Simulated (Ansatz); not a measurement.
Ansatz (a quantum-chemistry and plane-wave program) input (SVWN5/def2-TZVP):

Ansatz 0.2 input:
```yaml
crystal:
  periodic: [false, false, false]
  atoms:
    - {symbol: In, position_ang: [-0.00000000, -0.00000000, -1.45691039]}
    - {symbol: I, position_ang: [0.00000000, 0.00000000, 1.34695489]}
basis:
  gaussian:
    orbitals: def2-TZVP
hamiltonian:
  xc: {name: SVWN5}
relax: {f_tol: 0.003, max_steps: 100}
```

Output:

```
Functional definition: SVWN5
integrals: 0.03 GiB planned
755 factors; their error is unknown
mean field: 0.23 GiB planned
mean field evaluation 1: about -13256.8524 eV, gradient 1.7e1 eV
mean field evaluation 2: about -13248.4834 eV, gradient 5.1e1 eV
mean field evaluation 4: about -13257.6710 eV, gradient 4.0e0 eV
mean field evaluation 8: about -13257.7002 eV, gradient 7.0e-2 eV
mean field -13257.70019544 eV, -487.2114957906 hartree, gradient 6.3e-5 eV, S^2 0.000000; 0 other end points of the search recorded, 0 dependent functions left out
the calculation of the forces begins
reference -13257.70022642 eV, -487.2114969291 hartree; 23, 23 occupied and 77, 77 virtual orbitals, 755 factors
relax step   1: F+E_penalty+E_count = -13257.70019544 eV  Δ(F+E_penalty+E_count) = +0.000e0 eV  max|allowed force component| = 4.717e-1 eV/Å  Δτ_max = 0.0000 Å  (27 SCF iters, accepted)
these checks for a lower state are left out or cut short: starts, cluster_reference, orbital_swaps, neighbouring_geometries, increment
integrals: 0.03 GiB planned
755 factors; their error is unknown
mean field: 0.23 GiB planned
mean field evaluation 16: about -13257.7181 eV, gradient 5.4e0 eV
mean field -13257.71838224 eV, -487.2121641432 hartree, gradient 1.0e-5 eV, S^2 0.000000; 0 other end points of the search recorded, 0 dependent functions left out
the calculation of the forces begins
reference -13257.71841274 eV, -487.2121652639 hartree; 23, 23 occupied and 77, 77 virtual orbitals, 755 factors
relax step   2: F+E_penalty+E_count = -13257.71838224 eV  Δ(F+E_penalty+E_count) = -1.819e-2 eV  max|allowed force component| = 3.731e-2 eV/Å  Δτ_max = 0.0345 Å  (30 SCF iters, accepted)
these checks for a lower state are left out or cut short: starts, cluster_reference, orbital_swaps, neighbouring_geometries, increment
integrals: 0.03 GiB planned
755 factors; their error is unknown
mean field: 0.23 GiB planned
mean field -13257.71847756 eV, -487.2121676459 hartree, gradient 1.3e-5 eV, S^2 0.000000; 0 other end points of the search recorded, 0 dependent functions left out
the calculation of the forces begins
reference -13257.71850801 eV, -487.2121687651 hartree; 23, 23 occupied and 77, 77 virtual orbitals, 755 factors
relax step   3: F+E_penalty+E_count = -13257.71847756 eV  Δ(F+E_penalty+E_count) = -9.531e-5 eV  max|allowed force component| = 5.300e-3 eV/Å  Δτ_max = 0.0030 Å  (31 SCF iters, accepted)
these checks for a lower state are left out or cut short: starts, cluster_reference, orbital_swaps, neighbouring_geometries, increment
integrals: 0.03 GiB planned
755 factors; their error is unknown
mean field: 0.23 GiB planned
mean field evaluation 32: about -13257.7244 eV, gradient 9.6e-2 eV
mean field -13257.71847933 eV, -487.2121677112 hartree, gradient 3.9e-5 eV, S^2 0.000000; 0 other end points of the search recorded, 0 dependent functions left out
the calculation of the forces begins
reference -13257.71850979 eV, -487.2121688306 hartree; 23, 23 occupied and 77, 77 virtual orbitals, 755 factors
relax step   4: F+E_penalty+E_count = -13257.71847933 eV  Δ(F+E_penalty+E_count) = -1.775e-6 eV  max|allowed force component| = 1.518e-3 eV/Å  Δτ_max = 0.0005 Å  (21 SCF iters, accepted)
integrals: 0.03 GiB planned
755 factors; their error is unknown
mean field: 0.23 GiB planned
mean field -13257.71847933 eV, -487.2121677112 hartree, gradient 3.9e-5 eV, S^2 0.000000; 1 other end points of the search recorded, 0 dependent functions left out
the calculation of the forces begins
reference -13257.71850979 eV, -487.2121688306 hartree; 23, 23 occupied and 77, 77 virtual orbitals, 755 factors
Total energy: -13257.71850979 eV, -487.2121688306 hartree
Atom 0 at    -0.000000    -0.000000    -1.419915 Å, force     0.000000     0.000000     0.001518 eV/Å
Atom 1 at     0.000000     0.000000     1.309960 Å, force    -0.000000    -0.000000    -0.001518 eV/Å
Dipole moment:    -0.000000    -0.000000    -0.640178 e Å
```
